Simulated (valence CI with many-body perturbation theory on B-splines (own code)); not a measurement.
## Tb XXXIII: E2, M1, M2 decay

Level of theory: valence CI with perturbative core correlation (CI+MBPT): five valence electrons over a frozen Dirac-Fock core [Ar] 3d10, radial functions for each j: 11 s, 11 p, 10 d, 8 f, 5 g, 2 h, with the one-electron correlation potential Σ1 (screened to all orders), the two-electron term Σ2, the three-electron term Σ3, Breit, model QED; selected single and double excitations, second order for the rest, scaled by the run's own slope (own B-spline code, finite nucleus).

No measured spectrum was set against this ion. As an estimate, large intervals hold to a few tenths of a per cent, small ones and those within an open d or f shell to about a per cent. Among the levels kept, up to 2000 cm⁻¹ of a level comes from second order outside the variational space, and about a tenth of that is noise between levels of different J, which matters for small intervals.

Lines 1 to 19 of 19 in falling wavelength, among levels below 2985400 cm⁻¹, chosen from the decays that carry over 1 % of a level's rate. Wavelengths and rates use the calculated energies. Electric multipoles are in the length gauge, E1 and E2 with the static RPA response of the core. S is in atomic units (e²a₀⁴ for E2 and M2, e²a₀⁶ for E3), for M1 in squared Bohr magnetons. Weak lines are less certain than strong ones. Lines between different terms over intervals too small for the method are left out, as are lines whose strength nearly cancels.

Levels are named by their leading jj configuration (3d3/2^4 stands for four electrons in 3d with j = 3/2), which in mixed levels can hold well under half, so a name can repeat and another be missing. Letters in brackets count levels of one name in rising energy.

```tsv
λ vac (nm)	Upper	Lower	Type	A (s⁻¹)	S (a.u.)
258.7	(4s^2 4p1/2 4p3/2 4d5/2) J=9/2	(4s^2 4p1/2 4p3/2 4d5/2) J=7/2 [a]	M1	2.60e+02	1.67e+00
119.2	(4s^2 4p1/2 4p3/2 4d5/2) J=9/2	(4s^2 4p1/2 4p3/2 4d3/2) J=7/2	M1	7.23e+03	4.54e+00
35.76	(4s^2 4p3/2^2 4d5/2) J=9/2	(4s^2 4p1/2 4p3/2 4d5/2) J=7/2 [b]	M1	1.99e+05	3.37e+00
30.88	(4s^2 4p1/2 4p3/2 4d5/2) J=9/2	(4s^2 4p1/2^2 4d5/2) J=5/2	E2	3.61e+03	9.05e-02
29.43	(4s^2 4p1/2 4p3/2^2) J=3/2	(4s^2 4p1/2^2 4p3/2) J=3/2	M1	7.92e+05	2.99e+00
28.93	(4s^2 4p3/2^3) J=3/2	(4s^2 4p1/2 4p3/2^2) J=1/2	M1	2.01e+05	7.21e-01
27.72	(4s^2 4p3/2^2 4d5/2) J=9/2	(4s^2 4p1/2 4p3/2 4d5/2) J=9/2	M1	3.79e+05	2.99e+00
26.61	(4s^2 4p1/2 4p3/2^2) J=5/2	(4s^2 4p1/2^2 4p3/2) J=3/2	M1	1.44e+05	6.03e-01
26.61	(4s^2 4p1/2 4p3/2^2) J=5/2	(4s^2 4p1/2^2 4p3/2) J=3/2	E2	1.46e+04	1.04e-01
25.58	(4s^2 4p3/2^3) J=3/2	(4s^2 4p1/2 4p3/2^2) J=5/2	M1	2.75e+05	6.82e-01
25.58	(4s^2 4p3/2^3) J=3/2	(4s^2 4p1/2 4p3/2^2) J=5/2	E2	3.21e+04	1.25e-01
25.03	(4s^2 4p3/2^2 4d5/2) J=9/2	(4s^2 4p1/2 4p3/2 4d5/2) J=7/2 [a]	M1	3.20e+05	1.86e+00
23.75	(4s^2 4p1/2 4p3/2^2) J=1/2	(4s^2 4p1/2^2 4p3/2) J=3/2	M1	5.94e+05	5.90e-01
23.75	(4s^2 4p1/2 4p3/2^2) J=1/2	(4s^2 4p1/2^2 4p3/2) J=3/2	E2	1.80e+04	2.42e-02
23.42	(4s^2 4p3/2^3) J=3/2	(4s^2 4p1/2 4p3/2^2) J=3/2	M1	1.20e+06	2.29e+00
22.49	(4s^2 4p3/2^2 4d5/2) J=9/2	(4s^2 4p1/2 4p3/2 4d3/2) J=7/2	M1	3.18e+04	1.34e-01
19.78	(4s^2 4p1/2 4p3/2 4d5/2) J=9/2	(4s 4p1/2^2 4p3/2^2) J=5/2	E2	1.70e+03	4.61e-03
11.54	(4s^2 4p3/2^2 4d5/2) J=9/2	(4s 4p1/2^2 4p3/2^2) J=5/2	E2	1.33e+04	2.43e-03
9.381	(4s^2 4p1/2 4p3/2 4d5/2) J=9/2	(4s^2 4p1/2 4p3/2^2) J=5/2	M2	2.60e+03	1.69e-04
```
